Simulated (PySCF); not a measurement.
Gas-phase reaction: TiBr4 + 2 F2 = TiF4 + 2 Br2

Energies from PySCF, thermal terms from the rigid-rotor harmonic-oscillator model, ideal gas at 1 bar. † marks an energy on the PBE0/def2-TZVP geometry and frequencies; other levels use their own. CCSD(T) freezes the core. All species are closed-shell singlets. Br: all electrons, no relativistic terms. CCSD(T) isn't extrapolated to the basis-set limit. Warning, large T1 diagnostic: TiF4 (CCSD(T)/def2-SVP†).

PBE0/def2-TZVP gives ΔH°(298 K) = -960 kJ.

Question: What do LDA/def2-TZVP†, PBE0/def2-SVP†, CCSD(T)/def2-SVP† give?

Answer: LDA/def2-TZVP†: -949 kJ; PBE0/def2-SVP†: -953 kJ; CCSD(T)/def2-SVP†: -918 kJ. For scale, ΔH°(298 K) is -960 kJ at this level, -977 kJ at ωB97M-V/def2-TZVP†, and runs from -1133 to -915 kJ over the 18 levels computed († marks an energy on the PBE0/def2-TZVP geometry).
